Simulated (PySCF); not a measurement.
ammonium (H₄N), SMILES [NH4+], charge +1. Atoms are numbered in the order given.

```xyz
5

N      0.0000     0.0000     0.0000
H      0.5912    -0.5912     0.5912
H     -0.5912    -0.5912    -0.5912
H     -0.5912     0.5912     0.5912
H      0.5912     0.5912    -0.5912
```
Charge +1, spin multiplicity 1.

Geometry: r2SCAN-D4/def2-TZVPD.

Two levels are set side by side: PBE/pcJ-1 (PySCF) and PBE0/pcJ-1 (PySCF). One-bond couplings, all four terms, same geometry. Isotopes: 14N, 1H. Differences are taken from unrounded values.

| quantity | PBE |
|---|---|
| ¹J(N1,H2) (Hz) | 52.8 |
| ¹J(N1,H3) (Hz) | 52.8 |
| ¹J(N1,H4) (Hz) | 52.8 |
| ¹J(N1,H5) (Hz) | 52.8 |

These are the PBE values. What does PBE0 give? (Estimate from the structure and the level; the computed values follow.)


| quantity | PBE0 | PBE minus PBE0 |
|---|---|---|
| ¹J(N1,H2) (Hz) | 55.0 | -2.2 |
| ¹J(N1,H3) (Hz) | 55.0 | -2.2 |
| ¹J(N1,H4) (Hz) | 55.0 | -2.2 |
| ¹J(N1,H5) (Hz) | 55.0 | -2.2 |

Rough cost on one machine, each run with all the roots and properties that it gave: PBE0 against PBE within a factor of 2.
